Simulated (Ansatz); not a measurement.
A short molecular-dynamics run on C2H9AlSe, SMILES `[CH3][AlH-]([CH3])[SeH2+]`.

```yaml
crystal:
  periodic: [false, false, false]
  atoms:
    - {symbol: C, position_ang: [-1.168172, 1.493505, -0.596671]}
    - {symbol: Al, position_ang: [-0.295739, -0.271882, -0.639088]}
    - {symbol: C, position_ang: [1.664285, -0.386237, -0.479433]}
    - {symbol: Se, position_ang: [-1.045368, -1.108362, 1.827549]}
    - {symbol: H, position_ang: [-1.030924, 2.002414, -1.557829]}
    - {symbol: H, position_ang: [-0.747255, 2.154548, 0.167988]}
    - {symbol: H, position_ang: [-2.247449, 1.429438, -0.428153]}
    - {symbol: H, position_ang: [-1.066778, -1.487423, -1.348474]}
    - {symbol: H, position_ang: [2.138585, -0.097027, -1.424509]}
    - {symbol: H, position_ang: [2.061819, 0.285792, 0.288163]}
    - {symbol: H, position_ang: [2.012528, -1.398592, -0.252291]}
    - {symbol: H, position_ang: [-0.188220, -2.300586, 1.837401]}
    - {symbol: H, position_ang: [-0.066910, -0.350286, 2.620047]}
basis:
  gaussian: {orbitals: def2-SVP}
hamiltonian: {xc: {name: PBE}}
md: {timestep: 0.5 fs, n_steps: 30, ensemble: nvt_langevin, temperature: 1000, initial_velocities: maxwell_boltzmann, friction: 0.01, seed: 548}
```

```sh
$ ansatz run in.yaml --threads 4 --pin off --events-out ev --progress --plain --max-ram 10444MiB
```

| step | time (fs) | potential energy (eV) | kinetic (eV) | T (K) | conserved (eV) |
| --- | --- | --- | --- | --- | --- |
| 0 | 0.0 | -74138.8678 | 1.5511 | 923 | – |
| 1 | 0.5 | -74138.8055 | 1.4324 | 852 | – |
| 2 | 1.0 | -74138.6697 | 1.2611 | 751 | – |
| 3 | 1.5 | -74138.5052 | 1.1358 | 676 | – |
| 4 | 2.0 | -74138.3665 | 0.9950 | 592 | – |
| 5 | 2.5 | -74138.2964 | 0.9653 | 574 | – |
| 6 | 3.0 | -74138.2854 | 0.9955 | 592 | – |
| 7 | 3.5 | -74138.2926 | 0.9763 | 581 | – |
| 8 | 4.0 | -74138.2914 | 1.0371 | 617 | – |
| 9 | 4.5 | -74138.2597 | 1.0243 | 610 | – |
| 10 | 5.0 | -74138.1984 | 0.9757 | 581 | – |
| 11 | 5.5 | -74138.1213 | 0.9306 | 554 | – |
| 12 | 6.0 | -74138.0382 | 0.8337 | 496 | – |
| 13 | 6.5 | -74137.9602 | 0.6569 | 391 | – |
| 14 | 7.0 | -74137.8957 | 0.6718 | 400 | – |
| 15 | 7.5 | -74137.8512 | 0.6700 | 399 | – |
| 16 | 8.0 | -74137.8442 | 0.7175 | 427 | – |
| 17 | 8.5 | -74137.8846 | 0.7743 | 461 | – |
| 18 | 9.0 | -74137.9737 | 0.9195 | 547 | – |
| 19 | 9.5 | -74138.0991 | 1.0117 | 602 | – |
| 20 | 10.0 | -74138.2304 | 1.0922 | 650 | – |
| 21 | 10.5 | -74138.3405 | 1.1041 | 657 | – |
| 22 | 11.0 | -74138.4137 | 1.1949 | 711 | – |
| 23 | 11.5 | -74138.4385 | 1.2266 | 730 | – |
| 24 | 12.0 | -74138.4187 | 1.1665 | 694 | – |
| 25 | 12.5 | -74138.3698 | 1.1656 | 694 | – |
| 26 | 13.0 | -74138.3105 | 1.1095 | 660 | – |
| 27 | 13.5 | -74138.2602 | 1.0523 | 626 | – |
| 28 | 14.0 | -74138.2274 | 0.9978 | 594 | – |
| 29 | 14.5 | -74138.2185 | 0.9094 | 541 | – |
| 30 | 15.0 | -74138.2227 | 0.9059 | 539 | – |

Velocities are drawn at the set temperature; a run this short doesn't reach equilibrium.

Frames (Å, forces in eV/Å):

```xyz
13
time=0.0 fs
C    -1.168    1.494   -0.597    0.141   -0.340    0.035
Al   -0.296   -0.272   -0.639   -0.020   -0.026   -0.010
C     1.664   -0.386   -0.479   -0.373    0.001   -0.001
Se   -1.045   -1.108    1.828   -0.510    0.067   -0.142
H    -1.031    2.002   -1.558    0.064    0.246   -0.472
H    -0.747    2.155    0.168    0.208    0.343    0.365
H    -2.247    1.429   -0.428   -0.541   -0.015    0.069
H    -1.067   -1.487   -1.348   -0.090   -0.137   -0.083
H     2.139   -0.097   -1.425    0.237    0.137   -0.462
H     2.062    0.286    0.288    0.212    0.341    0.372
H     2.013   -1.399   -0.252    0.193   -0.504    0.100
H    -0.188   -2.301    1.837    0.224   -0.286    0.023
H    -0.067   -0.350    2.620    0.255    0.172    0.206
13
time=1.0 fs
C    -1.167    1.501   -0.602    0.103   -0.024    1.528
Al   -0.292   -0.271   -0.640   -0.112   -0.065    0.048
C     1.676   -0.390   -0.481   -1.537    2.768    0.312
Se   -1.048   -1.110    1.828   -0.872   -0.327   -0.504
H    -1.012    1.963   -1.568    0.101    0.621   -0.817
H    -0.751    2.187    0.209   -0.255   -0.451   -0.737
H    -2.262    1.427   -0.434   -0.037    0.034   -0.071
H    -1.083   -1.488   -1.376    0.052    0.043    0.048
H     2.099   -0.056   -1.418    0.610    0.042   -0.856
H     2.075    0.281    0.305   -0.048    0.301    0.030
H     1.991   -1.327   -0.204    1.156   -3.170    0.443
H    -0.174   -2.296    1.783    0.193   -0.181    0.089
H    -0.112   -0.359    2.636    0.647    0.409    0.485
13
time=2.0 fs
C    -1.168    1.507   -0.607   -0.095    0.185    2.305
Al   -0.289   -0.270   -0.640   -0.220   -0.114    0.091
C     1.687   -0.393   -0.482   -2.154    4.576    0.269
Se   -1.050   -1.113    1.828   -1.038   -0.766   -0.813
H    -0.989    1.927   -1.587    0.077    0.786   -0.837
H    -0.755    2.216    0.237   -0.517   -0.935   -1.448
H    -2.280    1.426   -0.444    0.495    0.097   -0.198
H    -1.097   -1.487   -1.404    0.178    0.195    0.169
H     2.064   -0.011   -1.419    0.790   -0.159   -0.872
H     2.083    0.280    0.321   -0.266    0.243   -0.281
H     1.986   -1.286   -0.158    1.747   -4.725    0.744
H    -0.161   -2.298    1.730    0.070    0.054    0.176
H    -0.152   -0.367    2.656    0.932    0.563    0.696
13
time=3.0 fs
C    -1.169    1.512   -0.613   -0.200    0.325    2.308
Al   -0.285   -0.270   -0.640   -0.399   -0.190    0.099
C     1.694   -0.392   -0.484   -1.801    3.697    0.620
Se   -1.053   -1.117    1.828   -0.949   -1.062   -0.955
H    -0.966    1.893   -1.615   -0.013    0.765   -0.444
H    -0.761    2.230    0.253   -0.604   -1.113   -1.823
H    -2.295    1.430   -0.457    0.844    0.126   -0.284
H    -1.119   -1.485   -1.428    0.313    0.334    0.288
H     2.033    0.034   -1.429    0.836   -0.467   -0.541
H     2.081    0.281    0.332   -0.363    0.260   -0.445
H     1.999   -1.289   -0.105    1.426   -3.542    0.172
H    -0.145   -2.304    1.681   -0.086    0.335    0.287
H    -0.188   -0.366    2.685    0.995    0.533    0.717
13
time=4.0 fs
C    -1.170    1.516   -0.616   -0.116    0.379    1.552
Al   -0.282   -0.269   -0.640   -0.563   -0.210    0.111
C     1.699   -0.388   -0.486   -1.045    1.702    1.279
Se   -1.055   -1.120    1.828   -0.657   -1.096   -0.858
H    -0.946    1.866   -1.652   -0.176    0.601    0.305
H    -0.777    2.233    0.249   -0.492   -1.008   -1.823
H    -2.299    1.438   -0.471    0.879    0.097   -0.323
H    -1.140   -1.478   -1.446    0.418    0.416    0.373
H     2.007    0.079   -1.442    0.831   -0.825   -0.090
H     2.078    0.284    0.338   -0.389    0.275   -0.492
H     2.018   -1.327   -0.052    0.694   -1.190   -0.938
H    -0.125   -2.303    1.631   -0.209    0.556    0.407
H    -0.215   -0.356    2.721    0.824    0.303    0.496
13
time=5.0 fs
C    -1.170    1.520   -0.619    0.020    0.168    0.383
Al   -0.279   -0.268   -0.640   -0.686   -0.173    0.125
C     1.702   -0.383   -0.484   -0.456    0.320    1.600
Se   -1.056   -1.124    1.826   -0.288   -0.918   -0.580
H    -0.926    1.845   -1.688   -0.339    0.443    1.010
H    -0.805    2.230    0.221   -0.170   -0.596   -1.388
H    -2.293    1.449   -0.492    0.642    0.023   -0.330
H    -1.155   -1.466   -1.463    0.482    0.440    0.425
H     1.987    0.122   -1.454    0.788   -1.178    0.407
H     2.074    0.286    0.345   -0.383    0.258   -0.494
H     2.040   -1.374   -0.010    0.145    0.575   -1.785
H    -0.105   -2.292    1.581   -0.281    0.686    0.521
H    -0.237   -0.338    2.762    0.526   -0.049    0.105
13
time=6.0 fs
C    -1.170    1.525   -0.623    0.328   -0.453   -0.917
Al   -0.277   -0.267   -0.640   -0.782   -0.082    0.128
C     1.702   -0.376   -0.482   -0.088   -0.331    1.612
Se   -1.059   -1.127    1.826   -0.023   -0.626   -0.258
H    -0.911    1.828   -1.715   -0.442    0.370    1.421
H    -0.835    2.221    0.179    0.306    0.153   -0.544
H    -2.273    1.459   -0.512    0.014   -0.081   -0.307
H    -1.160   -1.449   -1.480    0.500    0.421    0.455
H     1.971    0.155   -1.466    0.740   -1.430    0.795
H     2.065    0.297    0.348   -0.360    0.166   -0.507
H     2.061   -1.413    0.008   -0.172    1.587   -2.180
H    -0.089   -2.274    1.535   -0.270    0.695    0.609
H    -0.256   -0.324    2.807    0.248   -0.390   -0.306
13
time=7.0 fs
C    -1.169    1.529   -0.628    0.718   -1.335   -2.087
Al   -0.274   -0.266   -0.641   -0.804    0.064    0.160
C     1.702   -0.370   -0.481    0.067   -0.581    1.651
Se   -1.061   -1.131    1.825    0.125   -0.340    0.032
H    -0.894    1.811   -1.726   -0.491    0.390    1.510
H    -0.860    2.210    0.139    0.834    1.099    0.500
H    -2.250    1.469   -0.532   -0.813   -0.193   -0.286
H    -1.156   -1.424   -1.491    0.456    0.323    0.431
H     1.963    0.173   -1.466    0.734   -1.474    0.895
H     2.052    0.309    0.355   -0.338    0.021   -0.577
H     2.078   -1.434    0.001   -0.317    2.041   -2.240
H    -0.077   -2.251    1.499   -0.216    0.638    0.662
H    -0.273   -0.314    2.848    0.045   -0.652   -0.651
13
time=8.0 fs
C    -1.168    1.533   -0.635    1.000   -2.087   -2.804
Al   -0.271   -0.264   -0.641   -0.776    0.261    0.234
C     1.703   -0.363   -0.478    0.077   -0.749    1.681
Se   -1.063   -1.135    1.824    0.211   -0.135    0.256
H    -0.874    1.800   -1.727   -0.500    0.440    1.370
H    -0.877    2.207    0.106    1.236    1.872    1.355
H    -2.233    1.486   -0.552   -1.444   -0.283   -0.290
H    -1.142   -1.392   -1.498    0.350    0.150    0.348
H     1.959    0.168   -1.464    0.761   -1.311    0.805
H     2.035    0.322    0.364   -0.272   -0.099   -0.655
H     2.091   -1.439   -0.028   -0.384    2.185   -2.083
H    -0.062   -2.229    1.471   -0.175    0.582    0.698
H    -0.294   -0.310    2.888   -0.083   -0.827   -0.915
13
time=9.0 fs
C    -1.166    1.538   -0.646    1.230   -2.071   -2.401
Al   -0.269   -0.261   -0.641   -0.673    0.521    0.348
C     1.705   -0.358   -0.473   -0.075   -0.805    1.537
Se   -1.065   -1.140    1.823    0.214   -0.047    0.359
H    -0.855    1.798   -1.719   -0.450    0.501    1.006
H    -0.883    2.227    0.086    1.189    1.795    1.322
H    -2.229    1.500   -0.580   -1.641   -0.304   -0.289
H    -1.125   -1.355   -1.499    0.189   -0.090    0.206
H     1.960    0.149   -1.458    0.780   -1.026    0.602
H     2.013    0.332    0.370   -0.144   -0.129   -0.629
H     2.099   -1.427   -0.075   -0.353    2.006   -1.737
H    -0.048   -2.209    1.445   -0.157    0.559    0.740
H    -0.320   -0.312    2.919   -0.108   -0.910   -1.065
13
time=10.0 fs
C    -1.164    1.541   -0.659    1.123   -1.395   -1.072
Al   -0.267   -0.258   -0.641   -0.528    0.745    0.456
C     1.706   -0.354   -0.468   -0.410   -0.562    1.213
Se   -1.067   -1.145    1.822    0.135   -0.005    0.376
H    -0.837    1.803   -1.703   -0.327    0.585    0.397
H    -0.876    2.264    0.078    0.782    0.991    0.602
H    -2.237    1.507   -0.613   -1.242   -0.253   -0.275
H    -1.110   -1.321   -1.498    0.018   -0.329    0.050
H     1.969    0.120   -1.447    0.775   -0.647    0.279
H     1.989    0.341    0.370    0.024   -0.078   -0.484
H     2.103   -1.396   -0.136   -0.163    1.350   -1.195
H    -0.037   -2.189    1.425   -0.116    0.503    0.756
H    -0.346   -0.324    2.940   -0.072   -0.904   -1.104
13
time=11.0 fs
C    -1.159    1.542   -0.673    0.547   -0.635    0.531
Al   -0.267   -0.254   -0.641   -0.357    0.885    0.521
C     1.705   -0.350   -0.462   -0.921   -0.027    0.574
Se   -1.070   -1.150    1.822   -0.042    0.054    0.349
H    -0.820    1.812   -1.683   -0.129    0.712   -0.440
H    -0.861    2.306    0.071    0.329    0.063   -0.154
H    -2.255    1.514   -0.640   -0.425   -0.175   -0.262
H    -1.094   -1.295   -1.500   -0.137   -0.528   -0.084
H     1.986    0.084   -1.440    0.710   -0.242   -0.016
H     1.968    0.345    0.362    0.249    0.117   -0.157
H     2.107   -1.356   -0.204    0.187    0.235   -0.530
H    -0.029   -2.165    1.417   -0.004    0.366    0.720
H    -0.368   -0.342    2.951   -0.006   -0.825   -1.052
13
time=12.0 fs
C    -1.156    1.542   -0.688   -0.230    0.002    1.646
Al   -0.266   -0.250   -0.640   -0.230    0.976    0.509
C     1.703   -0.346   -0.455   -1.605    0.734   -0.214
Se   -1.073   -1.155    1.822   -0.380    0.177    0.294
H    -0.801    1.828   -1.670   -0.020    0.753   -1.022
H    -0.840    2.346    0.058   -0.068   -0.681   -0.653
H    -2.284    1.519   -0.663    0.624   -0.081   -0.256
H    -1.081   -1.274   -1.507   -0.239   -0.663   -0.167
H     2.010    0.038   -1.434    0.602    0.211   -0.303
H     1.951    0.348    0.349    0.515    0.419    0.288
H     2.110   -1.315   -0.276    0.699   -1.269    0.167
H    -0.027   -2.135    1.417    0.242    0.096    0.614
H    -0.383   -0.366    2.950    0.089   -0.675   -0.902
13
time=13.0 fs
C    -1.154    1.542   -0.701   -0.601    0.519    1.754
Al   -0.267   -0.246   -0.640   -0.167    0.969    0.398
C     1.701   -0.342   -0.449   -2.121    1.249   -0.846
Se   -1.076   -1.161    1.821   -0.916    0.333    0.178
H    -0.782    1.854   -1.673   -0.112    0.583   -0.956
H    -0.820    2.373    0.037   -0.327   -1.070   -0.797
H    -2.309    1.526   -0.686    1.336   -0.018   -0.228
H    -1.069   -1.261   -1.523   -0.274   -0.705   -0.177
H     2.036   -0.006   -1.430    0.445    0.633   -0.501
H     1.938    0.354    0.336    0.762    0.661    0.680
H     2.124   -1.285   -0.347    1.102   -2.424    0.679
H    -0.029   -2.099    1.418    0.629   -0.286    0.448
H    -0.398   -0.394    2.940    0.245   -0.445   -0.633
13
time=14.0 fs
C    -1.153    1.541   -0.713   -0.592    0.948    1.289
Al   -0.268   -0.243   -0.640   -0.146    0.938    0.247
C     1.696   -0.337   -0.443   -1.923    0.782   -1.449
Se   -1.078   -1.167    1.821   -1.491    0.450    0.017
H    -0.763    1.886   -1.686   -0.320    0.270   -0.546
H    -0.803    2.389    0.008   -0.488   -1.216   -0.719
H    -2.323    1.534   -0.712    1.683    0.019   -0.182
H    -1.057   -1.254   -1.540   -0.284   -0.712   -0.158
H     2.067   -0.043   -1.434    0.168    0.894   -0.349
H     1.931    0.364    0.325    0.955    0.792    0.928
H     2.149   -1.276   -0.407    0.981   -2.325    0.959
H    -0.028   -2.065    1.425    1.037   -0.663    0.266
H    -0.413   -0.421    2.927    0.420   -0.178   -0.302
13
time=15.0 fs
C    -1.151    1.543   -0.724   -0.452    1.146    0.644
Al   -0.270   -0.240   -0.640   -0.179    0.858    0.059
C     1.689   -0.331   -0.439   -0.916   -0.393   -1.949
Se   -1.081   -1.173    1.820   -1.950    0.435   -0.203
H    -0.748    1.919   -1.700   -0.501   -0.050   -0.143
H    -0.793    2.393   -0.023   -0.515   -1.114   -0.466
H    -2.322    1.542   -0.738    1.727    0.034   -0.129
H    -1.048   -1.256   -1.557   -0.239   -0.644   -0.081
H     2.098   -0.068   -1.446   -0.196    0.958    0.117
H     1.937    0.382    0.320    1.005    0.639    0.840
H     2.184   -1.292   -0.451    0.291   -1.055    1.140
H    -0.018   -2.033    1.433    1.334   -0.923    0.113
H    -0.424   -0.445    2.913    0.591    0.108    0.058
```

Run time 44 s (4 threads of an Arm Neoverse V1 on a shared host); peak host memory 0.17 GiB.
